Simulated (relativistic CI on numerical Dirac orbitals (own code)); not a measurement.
What each ingredient does to the levels of In12+

Base calculation: Dirac-Coulomb-Breit CI, KLI orbitals optimised for each configuration, a model potential for QED, unscaled Slater integrals.

Configuration list (outside the closed core [Ar] 3d10): 4s2.4p6.4d, 4s2.4p5.4d2, 4s2.4p6.4f, 4s2.4p6.5s, 4s.4p6.4d2, 4s2.4p5.4d.4f, 4s2.4p6.5p, 4s.4p6.4d.4f, 4s2.4p6.5d, 4s2.4p5.4d.5s, 4s2.4p6.6s, 4s2.4p6.5f, 4s2.4p6.6p, 4s2.4p6.5g, 4s2.4p5.4d.5p, 4s2.4p6.6d, 4s2.4p6.7s, 4s2.4p6.6f, 4s2.4p6.7p, 4s2.4p5.4d.5d, 4s.4p6.4d.5s, 4p6.4d3, 4p5.4d4, 4p5.4d3.4f, 4p6.4d.4f2, 4p5.4d2.4f2, 4p6.4f3, 4p6.4f2.5s, 4p5.4d.4f3, 4p6.4f2.5p, 4s.4p6.5s2, 4s.4p5.4f.5s2. Double excitations out of closed p, d and f shells are left out; levels of such configurations are missing from the list, as are those of other unlisted configurations, and high levels can miss mixing partners. These lack a partner that the ground configuration has and come out too high: 4s2.4p5.4d.5s, 4s2.4p5.4d.5p, 4s2.4p5.4d.5d, 4s2.4p6.5d, 4s2.4p6.6s.

Variants: (1) QED terms removed. Shifts of the energy above 4s2.4p6.4d 2D_3/2, in cm⁻¹, for the lowest level and the first level of each name with at least 55 % of one term (blank where a level changes its place among those of its configuration and J or its character, or is not in the variant):

```csv
Level,Base,Δ(1)
4s2.4p6.4d 2D_3/2,0,0
4s2.4p6.4d 2D_5/2,11116,-34
4s2.4p5.4d2 4D°_1/2,494511,+105
4s2.4p5.4d2 4D°_3/2,497326,+101
4s2.4p5.4d2 4D°_5/2,502792,+87
4s2.4p5.4d2 4D°_7/2,510906,+73
4s2.4p5.4d2 4G°_9/2,519817,+88
4s2.4p5.4d2 4G°_11/2,521279,+70
4s2.4p5.4d2 4P°_5/2,526425,+77
4s2.4p5.4d2 4P°_1/2,541007,+71
4s2.4p5.4d2 2D°_5/2,543292,+62
4s2.4p5.4d2 4F°_9/2,546823,+60
4s2.4p5.4d2 2H°_11/2,552630,+82
4s2.4p5.4d2 2P°_1/2,561174,+49
4s2.4p6.5s 2S_1/2,580903,-573
4s2.4p5.4d2 2G°_9/2,611327,-31
4s2.4p5.4d2 2S°_1/2,624015,+3
4s2.4p6.5p 2P°_1/2,708836,-112
4s2.4p6.5p 2P°_3/2,729191,-146
4s.4p6.4d2 4F_3/2,926550,+1232
4s.4p6.4d2 4F_5/2,931045,+1224
4s.4p6.4d2 4F_7/2,937265,+1212
```

At this charge energies of transitions that change n are usually good to better than 1 %, and those within a shell (Δn = 0) to a few per cent.

Ionisation energy from the two ground configurations alone: base 249.154 eV. The NIST ASD value (theoretical) is 249 eV.

LS names give the leading component of a level, which can be under half, so a name can repeat, a term be missing and a line seem to break the LS rules.
